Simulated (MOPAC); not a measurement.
Input for MOPAC: AM1 on C2H7ClO (a complex), monomers drawn apart or pushed together.

```
AM1 1SCF PRECISE CHARGE=0 THREADS=1
C2H7ClO

Cl    -0.17401669 1    -0.02806795 1     0.46864118 1
H     -0.20298857 1     0.22866111 1     1.76144123 1
C     -1.04142884 1    -0.53306442 1     5.40773590 1
O     -0.12515820 1     0.39606611 1     4.84646909 1
C      1.20486880 1     0.21572102 1     5.31159255 1
H     -1.08989907 1    -0.41436506 1     6.49459474 1
H     -0.75240817 1    -1.56234073 1     5.16973825 1
H     -2.01719968 1    -0.32254068 1     4.97538758 1
H      1.25588896 1     0.36700166 1     6.39428293 1
H      1.82312548 1     0.95805304 1     4.81151573 1
H      1.57297828 1    -0.78705817 1     5.06968935 1
```

The log:

```
*******************************************************************************
 **                                                                           **
 **                              MOPAC v23.2.5                                **
 **                                                                           **
 *******************************************************************************
 ** MOPAC's Digital Object Identifier: https://doi.org/10.5281/zenodo.6511958 **
 **                                                                           **
 ** Please cite the open-source release paper for use of this MOPAC version:  **
 ** J. E. Moussa and J. J. P. Stewart (2026)                                  **
 ** MOPAC: An open-source semiempirical molecular orbital program             **
 ** J. Open Source Softw., 11(119), 8025, https://doi.org/10.21105/joss.08025 **
 *******************************************************************************

                              AM1 CALCULATION RESULTS

 *******************************************************************************
 *  AM1        - The AM1 Hamiltonian to be used
 *
 *
 *
 *                 CHARGE ON SYSTEM = 0
 *
 *
 *
 *  PRECISE    - TIGHTER CRITERIA TO BE USED
 *  1SCF       - DO 1 SCF AND THEN STOP
 *  THREADS=1  - MULTI-THREADING NOT USED
 *  T=         - A TIME OF 172800.0 SECONDS REQUESTED
 *  DUMP=N     - RESTART FILE WRITTEN EVERY 7200.0 SECONDS REQUESTED
 *******************************************************************************
AM1 1SCF PRECISE CHARGE=0 THREADS=1
 C2H7ClO

   ATOM   CHEMICAL          X               Y               Z
  NUMBER   SYMBOL      (ANGSTROMS)     (ANGSTROMS)     (ANGSTROMS)

     1      Cl         -0.17401669  *  -0.02806795  *   0.46864118  *
     2       H         -0.20298857  *   0.22866111  *   1.76144123  *
     3       C         -1.04142884  *  -0.53306442  *   5.40773590  *
     4       O         -0.12515820  *   0.39606611  *   4.84646909  *
     5       C          1.20486880  *   0.21572102  *   5.31159255  *
     6       H         -1.08989907  *  -0.41436506  *   6.49459474  *
     7       H         -0.75240817  *  -1.56234073  *   5.16973825  *
     8       H         -2.01719968  *  -0.32254068  *   4.97538758  *
     9       H          1.25588896  *   0.36700166  *   6.39428293  *
    10       H          1.82312548  *   0.95805304  *   4.81151573  *
    11       H          1.57297828  *  -0.78705817  *   5.06968935  *



          CARTESIAN COORDINATES

    NO.       ATOM           X           Y           Z

     1        Cl         -0.1740     -0.0281      0.4686
     2         H         -0.2030      0.2287      1.7614
     3         C         -1.0414     -0.5331      5.4077
     4         O         -0.1252      0.3961      4.8465
     5         C          1.2049      0.2157      5.3116
     6         H         -1.0899     -0.4144      6.4946
     7         H         -0.7524     -1.5623      5.1697
     8         H         -2.0172     -0.3225      4.9754
     9         H          1.2559      0.3670      6.3943
    10         H          1.8231      0.9581      4.8115
    11         H          1.5730     -0.7871      5.0697

  H: (AM1): M.J.S. DEWAR ET AL, J. AM. CHEM. SOC. 107 3902-3909 (1985)
  C: (AM1): M.J.S. DEWAR ET AL, J. AM. CHEM. SOC. 107 3902-3909 (1985)
  O: (AM1): M.J.S. DEWAR ET AL, J. AM. CHEM. SOC. 107 3902-3909 (1985)
 Cl: (AM1): M.J.S. DEWAR AND E. G. ZOEBISCH, THEOCHEM, 180, 1 (1988).

           Empirical Formula: C2 H7 O Cl  =    11 atoms



      MOLECULAR POINT GROUP   :   Cs


      RHF CALCULATION, NO. OF DOUBLY OCCUPIED LEVELS = 14


 -------------------------------------------------------------------------------
 AM1 1SCF PRECISE CHARGE=0 THREADS=1
 C2H7ClO



     1SCF WAS SPECIFIED, SO BFGS WAS NOT USED
     SCF FIELD WAS ACHIEVED


                              AM1 CALCULATION
                                                       MOPAC v23.2.5 Linux




          FINAL HEAT OF FORMATION =        -76.55009 KCAL/MOL =    -320.28556 KJ/MOL


          COSMO AREA              =        137.94 SQUARE ANGSTROMS
          COSMO VOLUME            =        114.82 CUBIC ANGSTROMS

          IONIZATION POTENTIAL    =         10.898106 EV
          HOMO LUMO ENERGIES (EV) =        -10.898  1.979
          NO. OF FILLED LEVELS    =         14
          MOLECULAR WEIGHT        =         82.5297         POINT GROUP:  Cs

          MOLECULAR DIMENSIONS (Angstroms)

            Atom       Atom       Distance
            H     9   Cl     1     6.10851
            H    10    H     8     3.96710
            H    11    O     4     1.65587


          SCF CALCULATIONS        =          1





   ATOM   CHEMICAL          X               Y               Z
  NUMBER   SYMBOL      (ANGSTROMS)     (ANGSTROMS)     (ANGSTROMS)

     1      Cl         -0.17401669  *  -0.02806795  *   0.46864118  *
     2       H         -0.20298857  *   0.22866111  *   1.76144123  *
     3       C         -1.04142884  *  -0.53306442  *   5.40773590  *
     4       O         -0.12515820  *   0.39606611  *   4.84646909  *
     5       C          1.20486880  *   0.21572102  *   5.31159255  *
     6       H         -1.08989907  *  -0.41436506  *   6.49459474  *
     7       H         -0.75240817  *  -1.56234073  *   5.16973825  *
     8       H         -2.01719968  *  -0.32254068  *   4.97538758  *
     9       H          1.25588896  *   0.36700166  *   6.39428293  *
    10       H          1.82312548  *   0.95805304  *   4.81151573  *
    11       H          1.57297828  *  -0.78705817  *   5.06968935  *

                             CARTESIAN COORDINATES

   1   Cl       -0.174016690    -0.028067950     0.468641180
   2    H       -0.202988570     0.228661110     1.761441230
   3    C       -1.041428840    -0.533064420     5.407735900
   4    O       -0.125158200     0.396066110     4.846469090
   5    C        1.204868800     0.215721020     5.311592550
   6    H       -1.089899070    -0.414365060     6.494594740
   7    H       -0.752408170    -1.562340730     5.169738250
   8    H       -2.017199680    -0.322540680     4.975387580
   9    H        1.255888960     0.367001660     6.394282930
  10    H        1.823125480     0.958053040     4.811515730
  11    H        1.572978280    -0.787058170     5.069689350


           Empirical Formula: C2 H7 O Cl  =    11 atoms



      MOLECULAR POINT GROUP   :   Cs


                  EIGENVALUES
 -38.95158 -36.66799 -29.20751 -26.38957 -17.35240 -16.83042 -16.64408 -16.26926
 -13.60252 -13.10153 -12.55253 -12.10029 -12.09938 -10.89811   1.97921   2.92419
   3.96959   4.09425   4.22883   4.28336   4.52302   4.56794   5.96676


              NET ATOMIC CHARGES AND DIPOLE CONTRIBUTIONS

  ATOM NO.   TYPE          CHARGE      No. of ELECS.   s-Pop       p-Pop
    1         Cl          -0.189574        7.1896     1.98204     5.20753
    2          H           0.189455        0.8105     0.81054
    3          C          -0.069955        4.0700     1.22733     2.84263
    4          O          -0.285509        6.2855     1.87784     4.40767
    5          C          -0.069951        4.0700     1.22733     2.84262
    6          H           0.059241        0.9408     0.94076
    7          H           0.057309        0.9427     0.94269
    8          H           0.096220        0.9038     0.90378
    9          H           0.059232        0.9408     0.94077
   10          H           0.096225        0.9038     0.90378
   11          H           0.057306        0.9427     0.94269
 DIPOLE           X         Y         Z       TOTAL
 POINT-CHG.     0.274    -0.569     1.937     2.038
 HYBRID         0.095    -0.210     0.579     0.623
 SUM            0.369    -0.779     2.516     2.660


          ATOMIC ORBITAL ELECTRON POPULATIONS

     Atom    s        px        py        pz
    1 Cl   1.98204   1.99961   1.96985   1.23807
    2  H   0.81054
    3  C   1.22733   0.93542   0.92601   0.98120
    4  O   1.87784   1.17514   1.55296   1.67957
    5  C   1.22733   0.84179   1.00970   0.99113
    6  H   0.94076
    7  H   0.94269
    8  H   0.90378
    9  H   0.94077
   10  H   0.90378
   11  H   0.94269

 **********************
 *                    *
 * JOB ENDED NORMALLY *
 *                    *
 **********************




 == MOPAC DONE ==
```

The run finished.

Cost: about 0.020 core-seconds (a rough figure).
